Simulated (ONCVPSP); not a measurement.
## Cutoff test, mercury (Hg), ONCV

```
Element                 : Hg (Z = 80)
Generator               : ONCVPSP 4.0.1
Type                    : optimised norm-conserving Vanderbilt (ONCV)
Functional              : PBEsol
Relativity              : scalar-relativistic
Frozen core             : [Kr] 4d10 4f14
Valence charge          : 20
Reference configuration : 5s2 5p6 5d10 6s1.5 (charge +0.5)
Partial waves           : 5s+6s: rc 1.45 bohr, ncon 4, nbas 9, qcut 10.6 1/bohr, 2 projectors; 5p: rc 1.75 bohr, ncon 4, nbas 8, qcut 7.1 1/bohr, 1 projector; 5d: rc 2.25 bohr, ncon 4, nbas 9, qcut 7.2 1/bohr, 2 projectors, debl 3 Ha
Local potential         : polynomial inside 1.25 bohr (lpopt 5, dvloc0 0 Ha)
Core correction         : none
```

Task: For each optimised wave give the share of its norm inside rc, the residual kinetic energy above qcut (Ha) and the cutoffs (Ha) for errors of 10, 1, 0.1 and 0.01 mHa per electron.

Result:

```csv
wave,norm inside rc,residual KE,10 mHa,1 mHa,0.1 mHa,0.01 mHa
5s,0.956,2.7e-08,28.4,35.7,41.5,46.5
6s,0.072,3.2e-08,24.4,33.2,40.2,46.0
5p,0.961,2.8e-07,13.4,16.9,19.7,22.0
5d,0.889,3.2e-07,14.6,18.1,20.9,22.9
d projector 2,0.147,2.4e-06,14.9,18.8,21.9,24.3
```

The occupied waves need 36 Ha and 41 Ha for 1 and 0.1 mHa.
